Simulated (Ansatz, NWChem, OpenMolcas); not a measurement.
## A family of molecules: the HOMO–LUMO gap

Gas-phase molecules, one atom swapped for its congeners: CrO3 (chromic anhydride) `[O]=[Cr](=[O])=[O]`; MoO3 (molybdenum trioxide) `[O]=[Mo](=[O])=[O]`; WO3 (tungsten trioxide) `[O]=[W](=[O])=[O]`. All are singlets with charge 0.

Shapes, held fixed at every level: PBE0-D4/def2-TZVP. Programs: Ansatz 0.2.0, NWChem 7.3.0, OpenMolcas 26.06. A level may come from different programs for different species; with the same settings they agree closely. Values in eV.

```csv
level,CrO3,MoO3,WO3
HF/def2-SVP,12.03,10.98,10.68
PBE0/def2-SVP,4.08,4.32,4.20
CAM-B3LYP/def2-SVP,6.54,6.55,6.40
```

At CAM-B3LYP/def2-SVP the HOMO–LUMO gap isn't monotonic: it is largest for Mo and smallest for W (6.55 and 6.40 eV). 1 of 3 levels show this order throughout; 1 agree on the largest and the smallest. The two largest values are nearly level. For atoms past krypton def2 sets carry core potentials with scalar relativity. Orbital gaps aren't excitation energies, and the LUMO depends on the basis.
